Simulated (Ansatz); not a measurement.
BFGeH6OSi, SMILES `O[B](F)[GeH2][SiH3]`, relaxed with RKS PBE-D4/def2-SVP in Ansatz 0.2.0 from a rough embedded geometry. The force threshold is 0.03 eV/Å; the program also tests the step.

Total charge 0; spin multiplicity 1.

Start:

```xyz
11

O    -2.159   -0.427    1.103
B    -1.288   -1.152    0.234
F    -1.310   -2.567    0.289
Ge   -0.028   -0.289   -1.010
Si    1.424    1.115    0.118
H    -1.600   -0.197    1.936
H     0.762   -1.317   -1.831
H    -0.858    0.610   -2.008
H     0.597    2.119    0.911
H     2.169    0.293    1.066
H     2.290    1.812   -0.808
```

Problem. By how much does the energy fall, and how many steps does the optimiser take? (An estimate is asked.)

Solution. Computed: 20.80 kcal/mol, in 13 steps.

Problem. Which bonds change most? (Best estimate.)

Solution. Computed: B2–Ge4 from 1.970 to 2.092 Å; Ge4–Si5 from 2.313 to 2.395 Å; B2–F3 from 1.416 to 1.337 Å; O1–B2 from 1.428 to 1.358 Å.

Problem. Give the relaxed structure. (An estimate is asked.)

Solution. Computed: 
```xyz
11

O    -1.819   -0.614    1.394
B    -1.304   -1.283    0.331
F    -1.626   -2.576    0.226
Ge   -0.043   -0.367   -1.064
Si    1.390    1.097    0.177
H    -1.537    0.318    1.429
H     0.779   -1.369   -1.913
H    -0.867    0.520   -2.042
H     0.510    1.935    1.078
H     2.316    0.307    1.063
H     2.201    2.031   -0.680
```
